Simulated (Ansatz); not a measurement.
CH4Cl3NSi (SMILES CN[Si](Cl)(Cl)Cl), singlet, at a GFN2-xTB geometry, atoms displaced at random by about 0.03 Å a coordinate; PBE/STO-3G, gradient (Ansatz, a first-principles code).

Ansatz was given this input:
Ansatz 0.2 input:
```yaml
crystal:
  periodic: [false, false, false]
  atoms:
    - {symbol: C, position_ang: [2.74767004, -0.22779610, -0.21954666]}
    - {symbol: N, position_ang: [1.45682780, -0.02149747, -0.88556790]}
    - {symbol: Si, position_ang: [-0.11712742, -0.01369135, -0.06850418]}
    - {symbol: Cl, position_ang: [-1.49376539, -0.11435545, -1.52967936]}
    - {symbol: Cl, position_ang: [-0.19773203, -1.50143025, 1.18365467]}
    - {symbol: Cl, position_ang: [-0.40141768, 1.76252179, 1.01279940]}
    - {symbol: H, position_ang: [2.58630126, -0.72966405, 0.68552258]}
    - {symbol: H, position_ang: [3.33010720, -0.73900077, -0.89628992]}
    - {symbol: H, position_ang: [3.15363784, 0.76171538, -0.08352839]}
    - {symbol: H, position_ang: [1.49596528, 0.24621409, -1.80052203]}
basis:
  gaussian:
    orbitals: STO-3G
hamiltonian:
  xc: pbe
output: {forces: true}
```

### Question
Write the output that Ansatz gives for this input, abridged.

### Answer

```
Functional definition: PBE
587 factors; integrals over basis functions are off by at most 4.3e-5 eV
mean field evaluation 1: about -47478.5217 eV, gradient 3.8e1 eV
mean field evaluation 2: about -47472.1095 eV, gradient 6.0e1 eV
mean field evaluation 4: about -47484.0224 eV, gradient 3.4e0 eV
mean field evaluation 8: about -47484.0059 eV, gradient 2.6e-2 eV
mean field -47484.00589381 eV, -1745.0050307823 hartree, gradient 6.3e-5 eV, S^2 0.000000; 0 other end points of the search recorded, 0 dependent functions left out
the calculation of the forces begins
reference -47484.00591899 eV, -1745.0050317077 hartree; 41, 41 occupied and 9, 9 virtual orbitals, 587 factors
Total energy: -47484.00591899 eV, -1745.0050317077 hartree
Atom 0 at     2.747670    -0.227796    -0.219547 Å, force    -2.446783     2.791232    -0.781534 eV/Å
Atom 1 at     1.456828    -0.021497    -0.885568 Å, force    -3.372770    -1.970941     5.599846 eV/Å
Atom 2 at    -0.117127    -0.013691    -0.068504 Å, force     3.830823     3.116834    -2.496260 eV/Å
Atom 3 at    -1.493765    -0.114355    -1.529679 Å, force    -1.723038    -0.097416    -1.731456 eV/Å
Atom 4 at    -0.197732    -1.501430     1.183655 Å, force    -0.232057    -3.450267     2.997139 eV/Å
Atom 5 at    -0.401418     1.762522     1.012799 Å, force    -0.214175     0.537304     0.401133 eV/Å
Atom 6 at     2.586301    -0.729664     0.685523 Å, force     0.023024    -1.354002     2.335508 eV/Å
Atom 7 at     3.330107    -0.739001    -0.896290 Å, force     2.594981    -2.206629    -1.966206 eV/Å
Atom 8 at     3.153638     0.761715    -0.083528 Å, force     1.264944     1.029790     0.836111 eV/Å
Atom 9 at     1.495965     0.246214    -1.800522 Å, force     0.275050     1.604095    -5.194281 eV/Å
Dipole moment:     0.545418    -0.091406    -0.280310 e Å
```
